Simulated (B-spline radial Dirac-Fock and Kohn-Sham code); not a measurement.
Electron momentum distribution of Er: Compton profiles

System: the Er atom, configuration [Xe] 4f12 6s2.

Input of the calculation (task.json; shells as n, l, electrons):

```json
{"items": [{
  "Z": 68,
  "q": 0,
  "cfg": [[1, 0, 2], [2, 0, 2], [2, 1, 6], [3, 0, 2], [3, 1, 6], [3, 2, 10], [4, 0, 2], [4, 1, 6], [4, 2, 10], [4, 3, 12], [5, 0, 2], [5, 1, 6], [6, 0, 2]],
  "A": 166,
  "rrms": 5.2516,
  "do": ["scatter"],
  "s": [0.0, 0.05, 0.1, 0.15, 0.2, 0.25, 0.3, 0.35, 0.4, 0.45, 0.5, 0.6, 0.7, 0.8, 0.9, 1.0, 1.1, 1.2, 1.4, 1.6, 1.8, 2.0, 2.5, 3.0, 3.5, 4.0, 5.0, 6.0],
  "pz": [0, 0.1, 0.2, 0.3, 0.4, 0.5, 0.6, 0.8, 1.0, 1.2, 1.4, 1.6, 1.8, 2.0, 2.5, 3.0, 4.0, 5.0, 7.0, 10.0, 15.0, 20.0, 30.0, 40.0, 60.0, 100.0],
  "hv_scatter": [1000, 2000, 5000, 8047.8, 10000, 17479.3, 20000, 30000, 50000, 100000, 200000, 500000, 1000000]
}]}
```

Run with: `python xray_run.py task.json out`

Level of theory: the impulse approximation on configuration-average Dirac-Fock orbitals; a radial finite-basis atomic code. pz is in atomic units of momentum; subshell profiles are per electron, for a selection of subshells; open shells are spread over both j values by their weights.

| pz | J total | J 1s1/2 | J 4f5/2 | J 5s1/2 | J 6s1/2 | tabulated J |
| --- | --- | --- | --- | --- | --- | --- |
| 0 | 11.76 | 0.0113 | 0.107 | 0.517 | 1.97 | 11.8 |
| 0.1 | 11.18 | 0.0113 | 0.107 | 0.511 | 1.69 | 11.2 |
| 0.2 | 9.911 | 0.0113 | 0.107 | 0.492 | 1.08 | 9.91 |
| 0.3 | 8.738 | 0.0113 | 0.107 | 0.462 | 0.528 | 8.74 |
| 0.4 | 7.998 | 0.0113 | 0.107 | 0.423 | 0.215 | 8.00 |
| 0.5 | 7.592 | 0.0113 | 0.107 | 0.379 | 0.0897 | 7.59 |
| 0.6 | 7.332 | 0.0113 | 0.107 | 0.331 | 0.0558 | 7.33 |
| 0.8 | 6.846 | 0.0113 | 0.107 | 0.237 | 0.0510 | 6.85 |
| 1 | 6.289 | 0.0113 | 0.107 | 0.157 | 0.0409 | 6.29 |
| 1.2 | 5.735 | 0.0113 | 0.106 | 0.0989 | 0.0257 | 5.73 |
| 1.4 | 5.254 | 0.0113 | 0.104 | 0.0624 | 0.0140 | 5.25 |
| 1.6 | 4.865 | 0.0113 | 0.102 | 0.0429 | 0.00713 | 4.86 |
| 1.8 | 4.561 | 0.0113 | 0.0994 | 0.0344 | 0.00382 | 4.56 |
| 2 | 4.319 | 0.0113 | 0.0962 | 0.0318 | 0.00249 | 4.32 |
| 2.5 | 3.856 | 0.0113 | 0.0865 | 0.0309 | 0.00204 | 3.85 |
| 3 | 3.442 | 0.0113 | 0.0758 | 0.0257 | 0.00183 | 3.44 |
| 4 | 2.622 | 0.0112 | 0.0549 | 0.0103 | 0.000778 | 2.62 |
| 5 | 1.944 | 0.0112 | 0.0380 | 0.00368 | 0.000251 | 1.94 |
| 7 | 1.165 | 0.0110 | 0.0169 | 0.00265 | 0.000161 | 1.17 |
| 10 | 0.6852 | 0.0107 | 0.00473 | 0.000938 | 5.88e-05 | 0.690 |
| 15 | 0.3344 | 0.00996 | 0.000600 | 0.000235 | 1.40e-05 | 0.330 |
| 20 | 0.1807 | 0.00906 | 9.21e-05 | 0.000167 | 1.01e-05 | 0.180 |
| 30 | 0.06645 | 0.00704 | 3.94e-06 | 1.93e-05 | 1.16e-06 | 0.0660 |
| 40 | 0.03014 | 0.00515 | < 1e-6 | 7.17e-06 | < 1e-6 | 0.0300 |
| 60 | 0.009163 | 0.00251 | < 1e-6 | 5.12e-06 | < 1e-6 | 0.00920 |
| 100 | 0.001656 | 0.000596 | < 1e-6 | 1.03e-06 | < 1e-6 | 0.00170 |

J(0) = 11.76. The 6s1/2 subshell gives the largest part, 34 %.

Mean momentum ⟨p⟩ by subshell (a.u.): 1s1/2 68.1, 2s1/2 24.3, 2p1/2 32.2, 2p3/2 29.2, 3s1/2 12.2, 3p1/2 14.6, 3p3/2 13.7, 3d3/2 16.5, 3d5/2 16.1, 4s1/2 6.16, 4p1/2 6.89, 4p3/2 6.49, 4d3/2 7.02, 4d5/2 6.88, 4f5/2 6.16, 4f7/2 6.06, 5s1/2 2.24, 5p1/2 2.30, 5p3/2 2.11, 6s1/2 0.504.

Tabulated profile: Biggs, Mendelsohn and Mann, At. Data Nucl. Data Tables 16, 201 (1975), a Hartree-Fock calculation.
